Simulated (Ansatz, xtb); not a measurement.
**FHNSi2: where a starting geometry ends**

The starting geometry of this gas-phase doublet has its atoms placed at random.

```xyz
5

F     0.8789   -0.4614   -1.5981
N    -0.6567    0.6481    1.7837
Si    0.3411    0.8624    0.3065
Si    0.4667   -1.5437    0.5417
H    -0.1381    1.6355   -1.1285
```

Task: One run relaxed it with r2SCAN-D4/def2-SVP. What is a likely outcome?

Result: It ends as a structure given below by its coordinates. Distances that change by over a tenth: Si3–H5 (1.70 → 1.50 Å). Contacts that open: Si3–Si4 (2.42 → 3.29 Å). Contacts that close: F1–Si3 (2.38 → 1.63 Å), N2–Si4 (2.76 → 1.59 Å).

The energy falls by 6.52 eV over 25 steps:

| step | E − E(last) (eV) |
| --- | --- |
| 1 | 6.525 |
| 4 | 3.395 |
| 6 | 2.119 |
| 9 | 1.359 |
| 12 | 0.977 |
| 14 | 0.652 |
| 17 | 0.233 |
| 20 | 0.035 |
| 22 | 0.006 |
| 25 | 0.000 |

Final geometry (Å):

```yaml
atoms:
  - { symbol: F, position_ang: [1.2272, 0.2329, -1.6451] }
  - { symbol: N, position_ang: [-0.0449, -0.3575, 0.7182] }
  - { symbol: Si, position_ang: [0.6276, 0.8586, -0.2623] }
  - { symbol: Si, position_ang: [-0.5246, -1.4775, 1.7409] }
  - { symbol: H, position_ang: [-0.3934, 1.8844, -0.6463] }
```

From the same start GFN2-xTB ends elsewhere, at `[N]=[SiH][Si]F`.

From so rough a start the end depends on the optimiser's path, so another program may land elsewhere. The end wasn't checked by frequencies. Open shells are spin-unrestricted. Run with Ansatz 0.2.0, 5.5 min on 1 thread of AMD EPYC (Zen 3), with other jobs on the host.
